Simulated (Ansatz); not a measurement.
# Energy profile

The step: CH₃Ga ([CH3][Ga]) + CH₄ → CH₃Ga ([CH3][Ga]) + CH₄; bonds formed: Ga1–C4, C2–H3; bonds broken: Ga1–C2, H3–C4 (atoms numbered as in the saddle structure below).

Ga1  (0.416, 0.416, 1.620)
C2  (0.460, 1.278, -0.520)
H3  (-0.017, -0.019, -0.069)
C4  (-0.493, -1.312, 0.389)
H5  (-0.092, 2.202, -0.326)
H6  (1.525, 1.522, -0.563)
H7  (0.169, 0.935, -1.522)
H8  (-0.724, -1.498, -0.668)
H9  (-1.430, -1.419, 0.945)
H10  (0.186, -2.105, 0.713)
(Å)

Electronic energies by CCSD(T) at an estimated basis limit (MP2 extrapolated from triple and quadruple zeta, plus CCSD(T) − MP2 in triple zeta), on PBE0-D4/def2-TZVP structures; C2H7Ga, closed shell; no counterpoise correction. Program: Ansatz 0.2.0. Basis: def2-TZVPP and def2-QZVPP. Cores are frozen in the correlated methods. Filled d shells of the heavier atoms are correlated. The def2 sets are not built for correlating such inner shells, so the correlated values are less sure here. Extrapolation: Hartree–Fock as exp(−7.88 √X), correlation as X^−2.97.

Question: Give the profile in kcal/mol, counted from the separated reactants. (To be estimated.)

Answer: By the calculation:
```json
{"point": "separated: CH3Ga (linked as [CH3][Ga]; Ga1, C2, H5, H6, H7; singlet) + CH4 (H3, C4, H8, H9, H10; singlet)", "kcal/mol": "0.00"}
{"point": "start structure", "kcal/mol": "-1.49"}
{"point": "saddle", "kcal/mol": "40.28"}
{"point": "end structure", "kcal/mol": "-1.50"}
{"point": "separated: CH3Ga (linked as [CH3][Ga]; Ga1, C4, H8, H9, H10; singlet) + CH4 (C2, H3, H5, H6, H7; singlet)", "kcal/mol": "0.00"}
```

The T1 diagnostic stays at or below 0.013.

For scale, one of the runs: CCSD(T)/def2-TZVPP, 208 basis functions, launched by `ansatz run in.yaml --threads 4 --pin off --events-out ev --progress --plain --max-ram 9574MiB`. The run took 61 s on 4 CPU threads of an Arm Neoverse V2 (shared host), with 2.8 GiB of host memory at its peak.
